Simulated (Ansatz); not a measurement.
Isolated molecules relaxed with PBE0-D4/def2-TZVP in Ansatz; ΔE leaves out vibrations. CCSD(T)/CBS is the MP2 limit (def2-TZVPP, def2-QZVPP) plus CCSD(T) − MP2 in def2-TZVPP, frozen cores. Functionals use def2-TZVPP. Each species was taken in one conformer, which may not be the lowest.

`CC(C)[NH][AlH2]` + `B1N[SiH2]1` → `CN1B[SiH2]1` + `CC[NH][AlH2]`  (substitution at a C–C bond)

```csv
level,ΔE (kJ/mol)
LDA (SPW92),28.5
ωB97X-V,29.2
revPBE,18.7
r2SCAN,28.2
CAM-B3LYP,25.3
MP2/def2-SVP,30.3
MP2/def2-TZVPP,31.8
SCS-MP2/def2-TZVPP,28.7
```

Question: What does CCSD(T)/CBS give? (Best estimate.)

Answer: Ansatz gave: +31.9 kJ/mol. The listed levels differ from it by -3.4, -2.7, -13.2, -3.7, -6.6, -1.6, -0.1, -3.2 kJ/mol.

Largest T1 diagnostic among the species: 0.014.

At CCSD(T), def2-SVP lies −3.3 kJ/mol from the extrapolated value and def2-TZVPP −1.1 kJ/mol. From BLYP to BHLYP (50 % exact exchange), in def2-TZVPP and without D4, ΔE moves by +7.0 kJ/mol.
